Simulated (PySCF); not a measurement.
Interval between two levels of Se³⁺ by level of theory

Se³⁺ [Ar] 3d10 4s2 4p1 [2P3/2, M_J = 3/2] → Se³⁺ [Ar] 3d10 4s1 4p1 5s1 [4P5/2, M_J = 5/2], as a difference of total energies. Computed with PySCF 2.14 in x2c-SVPall-2c with one added diffuse shell each of s, p, d type (6s7p4d, 47 functions), with the two-component X2C-1e Hamiltonian. Correlated levels: [Ne] frozen. "Screened" scales the spin-orbit matrix elements by Boettger's factors to mimic the two-electron term; Breit and QED terms are absent.

```csv
method,interval between two levels (cm⁻¹)
GHF (spin-free),231490
GMP2 (spin-free),238790
GHF (screened spin-orbit),231650
GMP2 (screened spin-orbit),238970
```

The labels give the starting determinants; with spin-orbit coupling the two ends relaxed to ⟨J²⟩ = 3.76, ⟨L²⟩ = 2.01, ⟨S²⟩ = 0.75 and ⟨J²⟩ = 8.77, ⟨L²⟩ = 2.02, ⟨S²⟩ = 3.75.
